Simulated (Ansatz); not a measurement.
One change: `[OH][GaH][OH]` becomes `[BH2][GaH][OH]`.

Ansatz, PBE0-D4/def2-TZVP geometries, multiplicity 1. Each molecule was computed in one conformer, which needn't be the lowest.

Scalar relativity is left out up to krypton.

```csv
property,`[OH][GaH][OH]`
HOMO energy (ωB97M-V/def2-TZVPP) / eV,-11.16
zero-point energy (PBE0-D4/def2-TZVP) / kJ/mol,89.4
LUMO energy (PBE0/def2-TZVPP) / eV,-0.53
LUMO energy (PBE/def2-TZVPP) / eV,-1.31
HOMO–LUMO gap (ωB97M-V/def2-TZVPP) / eV,12.30
HOMO energy (PBE/def2-TZVPP) / eV,-7.01
```

(1) What does the change do to each property? (An estimate is asked.)

Results:

(1) Ansatz gave: 
```json
{"property": "HOMO energy (ωB97M-V/def2-TZVPP) / eV", "`[BH2][GaH][OH]`": "-9.80", "shift": "1.36"}
{"property": "zero-point energy (PBE0-D4/def2-TZVP) / kJ/mol", "`[BH2][GaH][OH]`": "104.6", "shift": "15.2"}
{"property": "LUMO energy (PBE0/def2-TZVPP) / eV", "`[BH2][GaH][OH]`": "-2.59", "shift": "-2.06"}
{"property": "LUMO energy (PBE/def2-TZVPP) / eV", "`[BH2][GaH][OH]`": "-3.58", "shift": "-2.27"}
{"property": "HOMO–LUMO gap (ωB97M-V/def2-TZVPP) / eV", "`[BH2][GaH][OH]`": "9.14", "shift": "-3.16"}
{"property": "HOMO energy (PBE/def2-TZVPP) / eV", "`[BH2][GaH][OH]`": "-6.42", "shift": "0.59"}
```

With PBE0 the HOMO rises by 1.04 eV and the LUMO falls by 2.06 eV, so the gap narrows by about 3.10 eV. PBE moves the HOMO by 0.59 eV and ωB97M-V by 1.36 eV. The zero-point energy changes by 15.2 kJ/mol with +3 modes.
